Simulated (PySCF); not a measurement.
SMILES c1cc(cc[c]1[GeH3])[SiH2]C at its GFN2-xTB optimised geometry (Å):

```
21

Si    -0.4846    -0.6901     0.0000
C     -1.1293    -1.6251    -1.5229
C     -1.0982    -1.5655     1.5591
C     -2.0843    -1.0113     2.3690
C     -2.5380    -1.6679     3.4972
C     -2.0184    -2.9051     3.8567
C     -1.0329    -3.4652     3.0521
C     -0.5824    -2.8061     1.9254
Ge    -2.6353    -3.8264     5.4609
H      0.9849    -0.6901     0.0000
H     -0.9849     0.6901     0.0000
H     -2.2156    -1.6364    -1.5502
H     -0.7806    -1.1631    -2.4416
H     -0.7917    -2.6580    -1.5244
H     -2.5030    -0.0485     2.1093
H     -3.3092    -1.2192     4.1115
H     -0.6198    -4.4313     3.3166
H      0.1865    -3.2609     1.3152
H     -4.0023    -3.3625     5.8497
H     -1.7341    -3.5804     6.6309
H     -2.6724    -5.3067     5.2508
```

Computed with B3LYP/def2-SVP (PySCF). Cells within 0.4 Å of a nucleus heavier than hydrogen are left out (blank, or x).

Map of the Laplacian of the electron density (e/bohr⁵) on the plane z = 1.2 Å:

```
|444444444444444444444444444|
|444444444444444444444444444|
|444444444444444444444444444|
|444444444444444444444444444|
|444444444444444444444444444|
|444444444444444444444444444|
|444444444444444444444444444|
|444444444444444444444444444|
|444444444444444444444444444|
|444444444444444444444444444|
|444444444444444444444444444|
|444444444444444444444444444|
|444444445554444444444444444|
|445555555555444444444444444|
|455555555555554444444444444|
|455555555555555444444444444|
|455555555445555544444444444|
|455555554444555544444444444|
|455555541024555544444444444|
|445555537014555544444444444|
|44555555x925555444444444444|
|445555545356555544444444444|
|444555554456655544444444444|
|444455555556655554444444444|
|444455555566655554444444444|
|444445555565545555444444444|
|444444555555301455444444444|
```
Scale: ten equal steps from -0.626 (start of '0') to 0.684 (end of '9'), in the order '0123456789'; x runs from -3.00 to 3.00, y from -3.00 (bottom) to 3.00 (top).
